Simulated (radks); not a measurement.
Task: Coherent X-ray form factor from a spherical all-electron density. Calculated with a radial shooting solver on a logarithmic mesh with Libxc functionals: scalar-relativistic Kohn-Sham, BP86, spin-polarised, spherical densities, finite nucleus; Fermi nuclear charge, rms radius of each element as measured or else 0.836 A^(1/3) + 0.57 fm.

| sin(theta)/lambda (1/angstrom) | f0 (electrons) |
|---|---|
| 0.05 | 18.706 |
| 0.1 | 17.884 |
| 0.15 | 16.683 |
| 0.2 | 15.281 |
| 0.25 | 13.839 |
| 0.3 | 12.475 |
| 0.4 | 10.226 |
| 0.5 | 8.683 |
| 0.6 | 7.680 |
| 0.8 | 6.453 |
| 1 | 5.489 |
| 1.25 | 4.337 |
| 1.5 | 3.347 |
| 2 | 2.093 |

The species is in the configuration that NIST lists as its ground one. Which atom or ion scatters so?

Result: The scandium ion Sc2+, [Ar] 3d1. Extrapolating in s^2 from the first two rows gives f0(0) = 19.0, near the electron count 19; among species with that count, the fall with angle is slower the higher Z, and the table is that of Z = 21; from so few rows the species is fixed only to a neighbour or two.
